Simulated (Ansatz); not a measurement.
Start from `ClC[SiH2][SeH]` and change one element to get `O[SiH2]CCl`.

Ansatz, PBE0-D4/def2-TZVP geometries, multiplicity 1. Each molecule was computed in one conformer, which needn't be the lowest.

Scalar relativity is left out up to krypton.

```
                                          property  `ClC[SiH2][SeH]`
               HOMO–LUMO gap (PBE/def2-TZVPP) / eV              5.00
    size of the dipole moment (PBE/def2-TZVPP) / D              1.16
size of the dipole moment (ωB97M-V/def2-TZVPP) / D              1.15
               LUMO energy (B3LYP/def2-TZVPP) / eV             -0.44
             HOMO–LUMO gap (B3LYP/def2-TZVPP) / eV              6.56
             HOMO energy (ωB97M-V/def2-TZVPP) / eV             -9.40
```

(1) What does the change do to each property? (Estimate.)

Answers

(1) Ansatz gave: 
| property | `O[SiH2]CCl` | shift |
| --- | --- | --- |
| HOMO–LUMO gap (PBE/def2-TZVPP) / eV | 5.80 | 0.80 |
| size of the dipole moment (PBE/def2-TZVPP) / D | 0.86 | -0.30 |
| size of the dipole moment (ωB97M-V/def2-TZVPP) / D | 0.91 | -0.24 |
| LUMO energy (B3LYP/def2-TZVPP) / eV | -0.27 | 0.17 |
| HOMO–LUMO gap (B3LYP/def2-TZVPP) / eV | 7.67 | 1.11 |
| HOMO energy (ωB97M-V/def2-TZVPP) / eV | -10.43 | -1.03 |

With PBE0 the HOMO falls by 0.93 eV and the LUMO rises by 0.15 eV, so the gap widens by about 1.08 eV. PBE moves the HOMO by -0.71 eV and ωB97M-V by -1.03 eV. Dipoles are sizes alone; their direction can turn.

B3LYP here is the variant with VWN-RPA as its local correlation; programs differ in this.

Spin–orbit coupling is left out; it splits and shifts lone-pair levels of the heavy atoms by tenths of an eV.
